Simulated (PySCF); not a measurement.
C₇H₉O₂ (doublet state).
Z-matrix (Å and degrees, GFN2-xTB geometry), rows numbered from 1:
```
C 
C   1  1.4971
O   2  1.2036  1  124.40
C   2  1.5286  1  113.89  3  -178.38
C   4  1.5301  2  113.35  1  -167.49
C   5  1.4784  4  106.07  2  -121.88
C   6  1.4733  5  112.34  4     7.80
C   7  1.5073  6  105.58  5    -8.61
O   8  1.2019  4  124.75  2   -59.69
H   1  1.0866  2  110.45  3     7.08
H   1  1.0883  2  109.69  3  -113.50
H   1  1.0898  2  109.00  3   128.46
H   4  1.0921  2  108.23  1   -40.92
H   5  1.0951  4  112.28  2   115.23
H   5  1.1013  4  108.90  2    -2.28
H   6  1.0714  5  123.47  4  -177.93
H   7  1.0965  6  114.01  5  -129.77
H   7  1.1006  6  113.25  5   109.63
```

The hyperfine couplings belong to this conformer and change with its torsions.

Identity: `CC(=O)[C@@H]1C[CH]CC1=O` [radical].

Method used: UKS B3LYP, pcH-1 on C H O, non-relativistic, mean-field spin-orbit, GIAO (PySCF 2.14.0). One conformer (not necessarily the lowest) at the GFN2-xTB geometry, without solvent, vibrations or thermal averaging. A GFN2-xTB geometry isn't a minimum of the functional, and hyperfine couplings can be far from their values at a DFT geometry. The SCF solution wasn't tested for stability.

Principal values of hyperfine tensors in MHz (contact and dipolar terms together), for some of the nuclei:

```json
{"atom": "H15", "isotope": "1H", "A1": "138.50", "A2": "141.81", "A3": "153.24"}
{"atom": "H17", "isotope": "1H", "A1": "101.11", "A2": "101.93", "A3": "115.07"}
{"atom": "H14", "isotope": "1H", "A1": "98.36", "A2": "99.26", "A3": "112.56"}
{"atom": "C6", "isotope": "13C", "A1": "8.91", "A2": "9.09", "A3": "252.40"}
{"atom": "H16", "isotope": "1H", "A1": "-101.62", "A2": "-63.25", "A3": "-24.11"}
{"atom": "C7", "isotope": "13C", "A1": "-38.67", "A2": "-35.99", "A3": "-34.14"}
{"atom": "C5", "isotope": "13C", "A1": "-37.05", "A2": "-33.77", "A3": "-31.80"}
{"atom": "H13", "isotope": "1H", "A1": "-4.56", "A2": "-4.32", "A3": "1.63"}
```

Give the isotropic coupling of each nucleus in MHz and in mT (g = 2.0026), and the anisotropic part.

a_iso = (A1 + A2 + A3)/3, Ti = Ai − a_iso; 1 mT corresponds to 28.029 MHz.

```
atom  a_iso (MHz)  a_iso (mT)      T1      T2      T3
 H15       144.52       5.156   -6.02   -2.71    8.72
 H17       106.04       3.783   -4.93   -4.11    9.04
 H14       103.39       3.689   -5.03   -4.14    9.17
  C6        90.13       3.216  -81.22  -81.04  162.27
 H16       -62.99      -2.247  -38.63   -0.25   38.88
  C7       -36.27      -1.294   -2.40    0.28    2.12
  C5       -34.21      -1.220   -2.84    0.43    2.41
 H13        -2.41      -0.086   -2.14   -1.90    4.05
```

What spin density at the nucleus of H15 lies behind its contact coupling (g_N = 5.58569)?

a_FC = (2μ0/3) gₑ μB g_N μN ρ(0)/(2S·h) = 800.24 MHz × g_N × ρ(0)/(2S), with ρ in bohr⁻³. With a_FC = 144.52 MHz and 2S = 1, ρ(0) = 0.03233 bohr⁻³. In magnitude that is 10.2 % of the 1/π = 0.318 of a free hydrogen atom.

H18 (1H, g_N = 5.58569) isn't in the table. Its spin density at the nucleus is 0.03095 bohr⁻³. What is its contact coupling?

By the same relation, a_FC = 138.4 MHz. Its full tensor has the principal values 133.21, 134.90, 146.94 MHz.

Name the largest traceless tensor T of the table and describe it.

C6: -81.2, -81.0, 162.3 MHz, axial, in the ratio −1:−1:+2, the form that spin in one p orbital centred on that nucleus gives.

In a single crystal, with the field along each principal axis of the tensor of H17 in turn, what first-order splitting does this nucleus give (isotropic g, quadrupole terms neglected)?

2 lines (I = 1/2), spaced by |A_i|/(g × 13.996): 3.61, 3.64, 4.11 mT along the axes of A1, A2 and A3.
